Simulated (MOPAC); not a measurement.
MOPAC input (PM3):

```
PM3 1SCF UHF MS=0.5 GEO-OK AUX(PRECISION=9) THREADS=1
H3BN

B    -0.85573650 1   -0.00493450 1   -0.02237294 1
N     0.51584742 1   -0.10079013 1    0.00863416 1
H    -1.47797506 1    1.01043132 1    0.00900960 1
H     1.13550828 1    0.69831676 1    0.06203764 1
H     1.01021735 1   -0.97854462 1   -0.01962167 1
```

Output:

```
 *******************************************************************************
 **                                                                           **
 **                              MOPAC v23.2.5                                **
 **                                                                           **
 *******************************************************************************
 ** MOPAC's Digital Object Identifier: https://doi.org/10.5281/zenodo.6511958 **
 **                                                                           **
 ** Please cite the open-source release paper for use of this MOPAC version:  **
 ** J. E. Moussa and J. J. P. Stewart (2026)                                  **
 ** MOPAC: An open-source semiempirical molecular orbital program             **
 ** J. Open Source Softw., 11(119), 8025, https://doi.org/10.21105/joss.08025 **
 *******************************************************************************

                              PM3 CALCULATION RESULTS

 *******************************************************************************
 *  PM3        - The PM3 Hamiltonian to be used
 *  GEO-OK     - OVERRIDE INTERATOMIC DISTANCE AND OTHER SAFETY CHECKS
 *  UHF        - UNRESTRICTED HARTREE-FOCK CALCULATION
 *  MS=        - IN MECI, MAGNETIC COMPONENT OF SPIN =  0.5
 *  1SCF       - DO 1 SCF AND THEN STOP
 *  AUX        - OUTPUT AUXILIARY INFORMATION
 *******************************************************************************
PM3 1SCF UHF MS=0.5 GEO-OK AUX(PRECISION=9) THREADS=1
 H3BN

   ATOM   CHEMICAL          X               Y               Z
  NUMBER   SYMBOL      (ANGSTROMS)     (ANGSTROMS)     (ANGSTROMS)

     1       B         -0.85573650  *  -0.00493450  *  -0.02237294  *
     2       N          0.51584742  *  -0.10079013  *   0.00863416  *
     3       H         -1.47797506  *   1.01043132  *   0.00900960  *
     4       H          1.13550828  *   0.69831676  *   0.06203764  *
     5       H          1.01021735  *  -0.97854462  *  -0.01962167  *

          CARTESIAN COORDINATES

    NO.       ATOM           X           Y           Z

     1         B         -0.8557     -0.0049     -0.0224
     2         N          0.5158     -0.1008      0.0086
     3         H         -1.4780      1.0104      0.0090
     4         H          1.1355      0.6983      0.0620
     5         H          1.0102     -0.9785     -0.0196

  H: (PM3): J. J. P. STEWART, J. COMP. CHEM. 10, 209 (1989).
  B: (PM3): J. J. P. STEWART, J. MOL. MOD., 10, 155-164 (2004)
  N: (PM3): J. J. P. STEWART, J. COMP. CHEM. 10, 209 (1989).

           Empirical Formula: H3 N B  =     5 atoms

      MOLECULAR POINT GROUP   :   Cs

          UHF CALCULATION, NO. OF ALPHA ELECTRONS =    6
                           NO. OF BETA  ELECTRONS =    5

 -------------------------------------------------------------------------------
 PM3 1SCF UHF MS=0.5 GEO-OK AUX(PRECISION=9) THREADS=1
 H3BN

     1SCF WAS SPECIFIED, SO BFGS WAS NOT USED
     SCF FIELD WAS ACHIEVED

                              PM3 CALCULATION
                                                       MOPAC v23.2.5 Linux

          FINAL HEAT OF FORMATION =         33.36701 KCAL/MOL =     139.60757 KJ/MOL

          COSMO AREA              =         69.02 SQUARE ANGSTROMS
          COSMO VOLUME            =         50.63 CUBIC ANGSTROMS

          IONIZATION POTENTIAL    =         10.052948 EV
          ALPHA SOMO LUMO (EV)    =        -10.053  2.101
          BETA  SOMO LUMO (EV)    =        -11.305  1.831
          NO. OF ALPHA ELECTRONS  =          6
          NO. OF BETA  ELECTRONS  =          5
          MOLECULAR WEIGHT        =         27.8404         POINT GROUP:  Cs

          MOLECULAR DIMENSIONS (Angstroms)

            Atom       Atom       Distance
            H     5    H     3     3.18558
            H     4    B     1     1.79512
            N     2    H     4     0.00000

          SCF CALCULATIONS        =          1

   ATOM   CHEMICAL          X               Y               Z
  NUMBER   SYMBOL      (ANGSTROMS)     (ANGSTROMS)     (ANGSTROMS)

     1       B         -0.85573650  *  -0.00493450  *  -0.02237294  *
     2       N          0.51584742  *  -0.10079013  *   0.00863416  *
     3       H         -1.47797506  *   1.01043132  *   0.00900960  *
     4       H          1.13550828  *   0.69831676  *   0.06203764  *
     5       H          1.01021735  *  -0.97854462  *  -0.01962167  *

                             CARTESIAN COORDINATES

   1    B       -0.855736500    -0.004934500    -0.022372940
   2    N        0.515847420    -0.100790130     0.008634160
   3    H       -1.477975060     1.010431320     0.009009600
   4    H        1.135508280     0.698316760     0.062037640
   5    H        1.010217350    -0.978544620    -0.019621670

           Empirical Formula: H3 N B  =     5 atoms

      MOLECULAR POINT GROUP   :   Cs

          ALPHA EIGENVALUES
 -30.35284 -19.17449 -17.14775 -14.19882 -11.27301 -10.05295   2.10118   2.32919
   4.14388   5.60196   6.08108

           BETA EIGENVALUES
 -30.21341 -18.53129 -16.50962 -13.71251 -11.30498   1.83075   2.54903   2.66225
   4.60716   5.81442   6.29555

              NET ATOMIC CHARGES AND DIPOLE CONTRIBUTIONS

  ATOM NO.   TYPE          CHARGE      No. of ELECS.   s-Pop       p-Pop
    1          B          -0.336218        3.3362     1.20164     2.13458
    2          N           0.280744        4.7193     1.22217     3.49709
    3          H           0.026299        0.9737     0.97370
    4          H           0.008740        0.9913     0.99126
    5          H           0.020435        0.9796     0.97957
 DIPOLE           X         Y         Z       TOTAL
 POINT-CHG.     2.038    -0.067     0.050     2.039
 HYBRID         1.057     0.411     0.047     1.135
 SUM            3.094     0.344     0.096     3.115

          ATOMIC ORBITAL ELECTRON POPULATIONS

     Atom    s        px        py        pz
    1  B   1.20164   0.81079   0.81903   0.50476
    2  N   1.22217   1.05162   0.95092   1.49455
    3  H   0.97370
    4  H   0.99126
    5  H   0.97957

                    (SZ)    =    0.500000
                    (S**2)  =    0.760400

          ATOMIC ORBITAL SPIN POPULATIONS

    Atom   Total    s     px     py     pz
         Atomic
    1  B  0.9619  0.204  0.130  0.552  0.075
    2  N -0.1232 -0.000 -0.020 -0.029 -0.073
    3  H  0.0619  0.062
    4  H  0.0828  0.083
    5  H  0.0165  0.017

 **********************
 *                    *
 * JOB ENDED NORMALLY *
 *                    *
 **********************

 == MOPAC DONE ==
```

The geometry given is a B3LYP-D3(BJ)/def2-TZVP minimum.
